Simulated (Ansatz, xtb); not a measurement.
**C3H9F3Si2: which of two isomers lies lower**

Structure X: `C[SiH]([SiH3])CC(F)(F)F`, a singlet. Structure Y: `C[SiH2][C@@H]([SiH3])C(F)(F)F`, a singlet. Both are isolated molecules in the gas phase, relaxed with B3LYP/def2-SVP, each in the lowest conformer that the search found.

X (Å):

```tsv
atom	x (Å)	y (Å)	z (Å)
C	1.5267	-0.0171	0.3282
C	-1.6005	-0.1755	0.1244
C	-1.9597	-0.6924	1.4923
F	-2.0909	-2.0376	1.4992
F	-3.1213	-0.1863	1.9434
F	-1.0169	-0.3865	2.4101
Si	0.0714	-0.7743	-0.6099
Si	0.1702	-3.1332	-0.6515
H	2.4843	-0.3169	-0.1268
H	1.4719	1.0838	0.3087
H	1.5255	-0.3406	1.3802
H	0.0628	-0.2709	-2.0188
H	0.3649	-3.6876	0.7197
H	1.3214	-3.5663	-1.5019
H	-1.0829	-3.6996	-1.2336
H	-2.4131	-0.4600	-0.5627
H	-1.5912	0.9256	0.1739
```

Y (Å):

```yaml
atoms:
  - { symbol: C, position_ang: [-2.1357, -2.6442, -0.3659] }
  - { symbol: C, position_ang: [0.4825, -0.8856, -0.2701] }
  - { symbol: C, position_ang: [-0.1397, -0.0739, 0.8410] }
  - { symbol: F, position_ang: [-0.3130, -0.7938, 1.9743] }
  - { symbol: F, position_ang: [0.6036, 0.9955, 1.1794] }
  - { symbol: F, position_ang: [-1.3623, 0.3910, 0.4929] }
  - { symbol: Si, position_ang: [-0.2553, -2.6565, -0.4159] }
  - { symbol: Si, position_ang: [0.4898, 0.0298, -1.9508] }
  - { symbol: H, position_ang: [-2.5245, -3.6666, -0.4997] }
  - { symbol: H, position_ang: [-2.5000, -2.2621, 0.6000] }
  - { symbol: H, position_ang: [-2.5535, -2.0117, -1.1645] }
  - { symbol: H, position_ang: [0.2342, -3.1981, -1.7195] }
  - { symbol: H, position_ang: [0.3010, -3.5074, 0.6747] }
  - { symbol: H, position_ang: [1.5426, -1.0261, 0.0047] }
  - { symbol: H, position_ang: [0.7717, 1.4797, -1.7626] }
  - { symbol: H, position_ang: [-0.8197, -0.1318, -2.6432] }
  - { symbol: H, position_ang: [1.5582, -0.5827, -2.7889] }
```

Estimate which is lower in electronic energy at CCSD(T)/def2-SVP + ΔMP2/def2-TZVPP, and by roughly how much.

CCSD(T)/def2-SVP + ΔMP2/def2-TZVPP gives E(Y) − E(X) = +0.51 kJ/mol, slightly favouring structure X, which is too small a margin to settle the true order.

How the difference moves with the method:

```tsv
level	geometry	E(Y) − E(X) (kJ/mol)	departure from the last row (kJ/mol)	job, with rough time for the two
GFN2-xTB	GFN2-xTB	−38.31	−38.82	optimisation, 0.28 s
HF/STO-3G	GFN2-xTB	+19.27	+18.75	single point, 0.6 s
r2SCAN-D4/def2-SVP	GFN2-xTB	+8.44	+7.92	single point, 4.7 s
B3LYP/def2-SVP	B3LYP/def2-SVP	+10.45	+9.93	optimisation, 81 s
HF/def2-SVP	B3LYP/def2-SVP	+3.01	+2.49	part of the CCSD(T) run
MP2/def2-SVP	B3LYP/def2-SVP	−3.19	−3.70	part of the CCSD(T) run
CCSD(T)/def2-SVP	B3LYP/def2-SVP	+1.61	+1.09	single point
CCSD(T)/def2-SVP + ΔMP2/def2-TZVPP	B3LYP/def2-SVP	+0.51		single point, 1.8 min
```

As drawn, Y has 1 C–Si, 1 Si–H in place of 1 Si–Si, 1 C–H.

The largest departure from CCSD(T)/def2-SVP + ΔMP2/def2-TZVPP is that of GFN2-xTB, 38.82 kJ/mol. The last row adds to CCSD(T) the change of the MP2 difference between the two basis sets, here −1.09 kJ/mol.

With thermal terms from frequencies at re-optimised GFN2-xTB minima (ideal gas, soft modes damped towards free rotors, one conformer each, 298.15 K, 1 atm): the zero-point term adds −4.97 kJ/mol; ΔH is −5.36 and ΔG −2.27 kJ/mol.

The correlated steps freeze 16 core orbitals. Mirror images aren't counted in ΔG. Codes used: Ansatz 0.2.0, xtb 6.7.1; the last row on 2 threads of Intel(R) Xeon(R) 6975P-C (Granite Rapids) on a shared host.
